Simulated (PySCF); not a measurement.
## Solvent effects on NMR parameters

Mapped SMILES: `[CH3:1][O:2][CH:3]1[C:4]([CH3:5])=[C:6]1[CH3:7]`. Each H is labelled by its parent atom.

GIAO PBE0/pcSseg-1 in PySCF 2.14.0 with density-fitted response routines on one PBE0-D3(BJ)/def2-SVP conformer, non-relativistic, equivalent nuclei averaged. Solvents enter as an IEF-PCM continuum (benzene with ε = 2.3, methanol with ε = 32.6) around the gas-phase geometry. Shifts are referred to TMS computed in the same medium.

In benzene, δ in ppm: C4/C6 126.3, C3 59.2, C1 57.2, C5/C7 11.4, H(C1) 3.26, H(C3) 3.16, H(C5)/H(C7) 2.14. Dipole moment 1.66 D.

(1) How does each δ change in the more polar medium?

(2) Which nuclei move most (in ppm), and what does the model miss?

## Answers

(1) 
```csv
atoms,environment,"Δδ, methanol"
C4/C6,fully substituted alkene carbon,+0.6
C3,three-membered-ring carbon,+0.2
C1,methyl carbon bonded to O,+0.3
C5/C7,allylic methyl carbon,+0.1
H(C1),hydrogen on a methyl carbon bonded to O,+0.06
H(C3),hydrogen on a three-membered-ring carbon,+0.03
H(C5)/H(C7),hydrogen on an allylic methyl carbon,+0.05
```

Changes are relative to benzene. The dipole moment becomes 1.93 D in methanol.

(2) C4/C6 (fully substituted alkene carbon, +0.6 ppm) in methanol. A continuum only polarises the solute; specific hydrogen bonds, the anisotropy of aromatic solvents and changes of geometry or conformer are outside it.
